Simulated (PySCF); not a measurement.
Simulation results for CH7GeSi

Computed with PySCF 2.14.0. Calculation on a computer-drawn molecule: optimised geometry and harmonic frequencies of an isolated molecule of the commonest isotopes, restricted reference for singlets and unrestricted otherwise, frozen core in MP2; on germanium a core potential holds 10 electrons, which the energies leave out, and 3d is frozen in MP2 and coupled-cluster steps.

### CH7GeSi

Start structure:
```xyz
10
CH7GeSi
C      0.2108    -0.4750    -1.7768
Ge     0.3918    -2.3919    -1.3716
Si    -0.8187    -3.2425     0.4566
H     -0.8274    -0.2553    -2.0301
H      0.7883    -0.3157    -2.6455
H      0.4935     0.0818    -0.9348
H      1.8749    -2.7184    -1.2192
H      0.0789    -3.1900    -2.6275
H     -2.3063    -3.1618     0.2558
H     -0.4685    -2.6214     1.7218
```

* charge: 0
* multiplicity: 2
* method: HF
* basis: cc-pV(D+d)Z
* basis and core potential on germanium: cc-pVDZ-PP ECP10MDF
* rotational constants: —
* spin squared: —

Drawn bonds:
| atom | other atom | order |
| --- | --- | --- |
| 1 | 2 | 1 |
| 2 | 3 | 1 |
| 1 | 4 | 1 |
| 1 | 5 | 1 |
| 1 | 6 | 1 |
| 2 | 7 | 1 |
| 2 | 8 | 1 |
| 3 | 9 | 1 |
| 3 | 10 | 1 |

Q: Estimate the rotational constants of CH7GeSi.
A: 10.42, 2.849, 2.399 GHz

Q: What spin squared does the calculation give for CH7GeSi?
A: 0.7576

Further results for CH7GeSi:

* total energy: -624.2208 hartree
* convergence status largest gradient component: 8.543e-06 hartree/bohr

Optimised structure:
```xyz
10
CH7GeSi
C      0.1885    -0.5169    -1.7789
Ge     0.4416    -2.4390    -1.4311
Si    -0.8371    -3.2380     0.4431
H     -0.8606    -0.3052    -1.9927
H      0.7899    -0.2114    -2.6374
H      0.4940     0.0691    -0.9104
H      1.9278    -2.7187    -1.1589
H      0.0324    -3.2426    -2.6754
H     -2.3024    -3.0989     0.2469
H     -0.4569    -2.5886     1.7233
```

Modes:
| frequency (cm⁻¹) | reduced mass (dalton) |
| --- | --- |
| 101.9 | 1.083 |
| 139.5 | 3.223 |
| 150.1 | 1.045 |
| 360.5 | 11.38 |
| 366.6 | 1.044 |
| 536.3 | 1.064 |
| 567.9 | 1.174 |
| 608.3 | 3.684 |
| 699.6 | 1.077 |
| 742 | 1.087 |
| 903.8 | 1.178 |
| 935.1 | 1.207 |
| 956.6 | 1.033 |
| 1001 | 1.056 |
| 1373 | 1.216 |
| 1560 | 1.053 |
| 1560 | 1.053 |
| 2191 | 1.023 |
| 2201 | 1.016 |
| 2281 | 1.03 |
| 2293 | 1.053 |
| 3181 | 1.032 |
| 3273 | 1.104 |
| 3277 | 1.104 |
